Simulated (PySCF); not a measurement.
Cl$_{2}$Sn, triplet, geometry from GFN2-xTB (such geometries of metal compounds can be far from the true shape) (the spin is typed, not shown lowest) (core potentials on Sn).

PySCF was given this input:
```python
from pyscf import gto, scf, dft

mol = gto.M(
    atom='''
Sn    0.00993257   -0.00944619    0.58952790
Cl    1.24741626    1.57493270   -0.86320274
Cl   -1.27662969   -1.54714980   -0.87070284
''',
    basis='def2-svp',
    ecp={'Sn': 'def2-svp'},
    spin=2,
    verbose=4,
)

mf = dft.UKS(mol)
mf.xc = 'pbe0'
mf.kernel()
```

**Question.** What does this run give for the Mulliken (on the basis functions themselves) charges in atom order, number of basis functions, total energy, nuclear repulsion energy, dipole moment?

**Answer.** 
The Mulliken (on the basis functions themselves) charges in atom order is Sn1 0.46, Cl2 -0.23, Cl3 -0.23 and the number of basis functions is 62. The total energy is -1134.1169 Eh and the nuclear repulsion energy is 197.6778 Eh. The dipole moment is 2.57 D.

These values belong to the state on which the SCF converged, which isn't shown to be the lowest.
